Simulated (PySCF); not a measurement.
Ga(H)2(NCO) (CH2GaNO), SMILES O=C=[N][GaH2]. Atoms are numbered in the order given.

```xyz
6

Ga     0.0000     0.0000    -1.1716
H      0.0000     1.4016    -1.8442
H      0.0000    -1.4016    -1.8442
N      0.0000     0.0000     0.6589
C      0.0000     0.0000     1.8582
O      0.0000     0.0000     3.0308
```

Geometry optimised at ωB97X-D3(BJ)/def2-SVP.

Calculation: HF/def2-TZVPD run with PySCF.

Symmetry labels are those of the subgroup C2v that the program uses (full group C2v).

Computed valence orbital energies around the gap with their symmetry:
```json
[
 {"orbital": "HOMO−7", "symmetry": "A1", "energy (eV)": "-20.54"},
 {"orbital": "HOMO−6", "symmetry": "A1", "energy (eV)": "-19.03"},
 {"orbital": "HOMO−5", "symmetry": "B2", "energy (eV)": "-17.19"},
 {"orbital": "HOMO−4", "symmetry": "B1", "energy (eV)": "-17.11"},
 {"orbital": "HOMO−3", "symmetry": "A1", "energy (eV)": "-14.83"},
 {"orbital": "HOMO−2", "symmetry": "B2", "energy (eV)": "-12.99"},
 {"orbital": "HOMO−1", "symmetry": "B1", "energy (eV)": "-11.94"},
 {"orbital": "HOMO", "symmetry": "B2", "energy (eV)": "-11.37"},
 {"orbital": "LUMO", "symmetry": "B1", "energy (eV)": "0.78"},
 {"orbital": "LUMO+1", "symmetry": "A1", "energy (eV)": "1.26"},
 {"orbital": "LUMO+2", "symmetry": "A1", "energy (eV)": "1.76"},
 {"orbital": "LUMO+3", "symmetry": "A1", "energy (eV)": "2.59"}
]
```
